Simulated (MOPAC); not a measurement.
Input for MOPAC: AM1 on C2H8OS (a complex), monomers drawn apart or pushed together.

```
AM1 1SCF PRECISE CHARGE=0 THREADS=1
C2H8OS

C     -0.28957576 1    -0.54513013 1     0.09042057 1
O     -0.19981900 1     0.76840916 1     0.63523847 1
H     -1.26774162 1    -0.73014181 1    -0.36514962 1
H     -0.15096621 1    -1.23493985 1     0.92131817 1
H      0.49238356 1    -0.73348848 1    -0.65194804 1
H     -0.27796781 1     1.41031733 1    -0.07700710 1
C     -1.20242233 1     0.00348424 1     4.26522907 1
S      0.57943488 1    -0.35582682 1     4.12896064 1
H     -1.71935220 1    -0.24857594 1     3.34224084 1
H     -1.58632525 1    -0.61736487 1     5.07295896 1
H     -1.37340290 1     1.04965872 1     4.50987681 1
H      0.79205870 1     0.39989836 1     3.03825979 1
```

Output:

```
*******************************************************************************
 **                                                                           **
 **                              MOPAC v23.2.5                                **
 **                                                                           **
 *******************************************************************************
 ** MOPAC's Digital Object Identifier: https://doi.org/10.5281/zenodo.6511958 **
 **                                                                           **
 ** Please cite the open-source release paper for use of this MOPAC version:  **
 ** J. E. Moussa and J. J. P. Stewart (2026)                                  **
 ** MOPAC: An open-source semiempirical molecular orbital program             **
 ** J. Open Source Softw., 11(119), 8025, https://doi.org/10.21105/joss.08025 **
 *******************************************************************************

                              AM1 CALCULATION RESULTS

 *******************************************************************************
 *  AM1        - The AM1 Hamiltonian to be used
 *
 *
 *
 *                 CHARGE ON SYSTEM = 0
 *
 *
 *
 *  PRECISE    - TIGHTER CRITERIA TO BE USED
 *  1SCF       - DO 1 SCF AND THEN STOP
 *  THREADS=1  - MULTI-THREADING NOT USED
 *  T=         - A TIME OF 172800.0 SECONDS REQUESTED
 *  DUMP=N     - RESTART FILE WRITTEN EVERY 7200.0 SECONDS REQUESTED
 *******************************************************************************
AM1 1SCF PRECISE CHARGE=0 THREADS=1
 C2H8OS

   ATOM   CHEMICAL          X               Y               Z
  NUMBER   SYMBOL      (ANGSTROMS)     (ANGSTROMS)     (ANGSTROMS)

     1       C         -0.28957576  *  -0.54513013  *   0.09042057  *
     2       O         -0.19981900  *   0.76840916  *   0.63523847  *
     3       H         -1.26774162  *  -0.73014181  *  -0.36514962  *
     4       H         -0.15096621  *  -1.23493985  *   0.92131817  *
     5       H          0.49238356  *  -0.73348848  *  -0.65194804  *
     6       H         -0.27796781  *   1.41031733  *  -0.07700710  *
     7       C         -1.20242233  *   0.00348424  *   4.26522907  *
     8       S          0.57943488  *  -0.35582682  *   4.12896064  *
     9       H         -1.71935220  *  -0.24857594  *   3.34224084  *
    10       H         -1.58632525  *  -0.61736487  *   5.07295896  *
    11       H         -1.37340290  *   1.04965872  *   4.50987681  *
    12       H          0.79205870  *   0.39989836  *   3.03825979  *



          CARTESIAN COORDINATES

    NO.       ATOM           X           Y           Z

     1         C         -0.2896     -0.5451      0.0904
     2         O         -0.1998      0.7684      0.6352
     3         H         -1.2677     -0.7301     -0.3651
     4         H         -0.1510     -1.2349      0.9213
     5         H          0.4924     -0.7335     -0.6519
     6         H         -0.2780      1.4103     -0.0770
     7         C         -1.2024      0.0035      4.2652
     8         S          0.5794     -0.3558      4.1290
     9         H         -1.7194     -0.2486      3.3422
    10         H         -1.5863     -0.6174      5.0730
    11         H         -1.3734      1.0497      4.5099
    12         H          0.7921      0.3999      3.0383

  H: (AM1): M.J.S. DEWAR ET AL, J. AM. CHEM. SOC. 107 3902-3909 (1985)
  C: (AM1): M.J.S. DEWAR ET AL, J. AM. CHEM. SOC. 107 3902-3909 (1985)
  O: (AM1): M.J.S. DEWAR ET AL, J. AM. CHEM. SOC. 107 3902-3909 (1985)
  S: (AM1): M.J.S. DEWAR, Y-C YUAN, INORGANIC CHEMISTRY, 29, 3881:3890,  (1990)

           Empirical Formula: C2 H8 O S  =    12 atoms



      MOLECULAR POINT GROUP   :   C1


      RHF CALCULATION, NO. OF DOUBLY OCCUPIED LEVELS = 14


 -------------------------------------------------------------------------------
 AM1 1SCF PRECISE CHARGE=0 THREADS=1
 C2H8OS



     1SCF WAS SPECIFIED, SO BFGS WAS NOT USED
     SCF FIELD WAS ACHIEVED


                              AM1 CALCULATION
                                                       MOPAC v23.2.5 Linux




          FINAL HEAT OF FORMATION =        -59.61186 KCAL/MOL =    -249.41603 KJ/MOL


          COSMO AREA              =        134.37 SQUARE ANGSTROMS
          COSMO VOLUME            =        118.83 CUBIC ANGSTROMS

          IONIZATION POTENTIAL    =          8.769732 EV
          HOMO LUMO ENERGIES (EV) =         -8.770  1.139
          NO. OF FILLED LEVELS    =         14
          MOLECULAR WEIGHT        =         80.1446         POINT GROUP:  C1

          MOLECULAR DIMENSIONS (Angstroms)

            Atom       Atom       Distance
            H    10    H     5     6.09172
            S     8    H     3     3.28435
            H     4    H     6     2.69311


          SCF CALCULATIONS        =          1





   ATOM   CHEMICAL          X               Y               Z
  NUMBER   SYMBOL      (ANGSTROMS)     (ANGSTROMS)     (ANGSTROMS)

     1       C         -0.28957576  *  -0.54513013  *   0.09042057  *
     2       O         -0.19981900  *   0.76840916  *   0.63523847  *
     3       H         -1.26774162  *  -0.73014181  *  -0.36514962  *
     4       H         -0.15096621  *  -1.23493985  *   0.92131817  *
     5       H          0.49238356  *  -0.73348848  *  -0.65194804  *
     6       H         -0.27796781  *   1.41031733  *  -0.07700710  *
     7       C         -1.20242233  *   0.00348424  *   4.26522907  *
     8       S          0.57943488  *  -0.35582682  *   4.12896064  *
     9       H         -1.71935220  *  -0.24857594  *   3.34224084  *
    10       H         -1.58632525  *  -0.61736487  *   5.07295896  *
    11       H         -1.37340290  *   1.04965872  *   4.50987681  *
    12       H          0.79205870  *   0.39989836  *   3.03825979  *

                             CARTESIAN COORDINATES

   1    C       -0.289575760    -0.545130130     0.090420570
   2    O       -0.199819000     0.768409160     0.635238470
   3    H       -1.267741620    -0.730141810    -0.365149620
   4    H       -0.150966210    -1.234939850     0.921318170
   5    H        0.492383560    -0.733488480    -0.651948040
   6    H       -0.277967810     1.410317330    -0.077007100
   7    C       -1.202422330     0.003484240     4.265229070
   8    S        0.579434880    -0.355826820     4.128960640
   9    H       -1.719352200    -0.248575940     3.342240840
  10    H       -1.586325250    -0.617364870     5.072958960
  11    H       -1.373402900     1.049658720     4.509876810
  12    H        0.792058700     0.399898360     3.038259790


           Empirical Formula: C2 H8 O S  =    12 atoms



      MOLECULAR POINT GROUP   :   C1


                  EIGENVALUES
 -37.88540 -29.76661 -27.53834 -18.51595 -18.07837 -15.60220 -15.53398 -14.98324
 -14.41370 -13.18534 -12.74043 -11.42401 -11.36860  -8.76973   1.13858   1.95216
   3.49189   4.02982   4.17268   4.23694   4.25311   4.61901   4.81913   6.08405


              NET ATOMIC CHARGES AND DIPOLE CONTRIBUTIONS

  ATOM NO.   TYPE          CHARGE      No. of ELECS.   s-Pop       p-Pop
    1          C          -0.070159        4.0702     1.22468     2.84548
    2          O          -0.342651        6.3427     1.86955     4.47310
    3          H           0.054998        0.9450     0.94500
    4          H           0.099672        0.9003     0.90033
    5          H           0.056507        0.9435     0.94349
    6          H           0.201422        0.7986     0.79858
    7          C          -0.276749        4.2767     1.23045     3.04630
    8          S          -0.080345        6.0803     1.88215     4.19819
    9          H           0.094821        0.9052     0.90518
   10          H           0.105669        0.8943     0.89433
   11          H           0.093245        0.9068     0.90675
   12          H           0.063570        0.9364     0.93643
 DIPOLE           X         Y         Z       TOTAL
 POINT-CHG.    -0.703    -0.401    -1.201     1.449
 HYBRID        -0.886     0.926    -1.369     1.875
 SUM           -1.589     0.524    -2.570     3.067


          ATOMIC ORBITAL ELECTRON POPULATIONS

     Atom    s        px        py        pz
    1  C   1.22468   0.99456   0.85232   0.99860
    2  O   1.86955   1.96516   1.16181   1.34614
    3  H   0.94500
    4  H   0.90033
    5  H   0.94349
    6  H   0.79858
    7  C   1.23045   0.94400   1.04840   1.05390
    8  S   1.88215   1.11158   1.66809   1.41853
    9  H   0.90518
   10  H   0.89433
   11  H   0.90675
   12  H   0.93643

 **********************
 *                    *
 * JOB ENDED NORMALLY *
 *                    *
 **********************




 == MOPAC DONE ==
```

The run finished.

Cost: very roughly 0.03 core-seconds.
